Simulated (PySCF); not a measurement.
How methods differ on the ionisation energy of Sn

Sn [Kr] 4d10 5s2 5p2 (3P) → Sn+ [Kr] 4d10 5s2 5p1 (2P), as a difference of total energies. Calculation: PySCF 2.14, in x2c-QZVPPall with one added diffuse shell each of s, p, d, f type (14s10p8d5f1g, 128 functions); the spin-free X2C one-electron Hamiltonian (Gaussian nucleus). Correlated levels: valence: [Kr] 4d10 frozen; valence and next inner shell: [Ar] 3d10 frozen. The calculations carry no spin-orbit coupling.

```
                                method  ionisation energy (eV)
                                   UHF                   6.849
                                   LDA                   7.423
                                   PBE                   7.270
                                  PBE0                   7.314
                                r2SCAN                   7.409
                               wB97X-V                   7.148
                                 TPSSh                   7.275
                               r2SCANh                   7.417
                         MP2 (valence)                   7.175
                     SCS-MP2 (valence)                   7.109
    MP2 (valence and next inner shell)                   7.288
SCS-MP2 (valence and next inner shell)                   7.178
```

Task: How much does correlation contribute at MP2 (valence and next inner shell)?

Result: 7.288 − (6.849) = 0.439 eV, measured against UHF.

A first-order spin-orbit estimate (lowest level to lowest level, LS coupling) adds -0.062 eV.

Errors of the correlated levels include the incompleteness of this basis and the frozen core.

For comparison: 7.344 eV (measured; NIST Atomic Spectra Database, ionization energies).
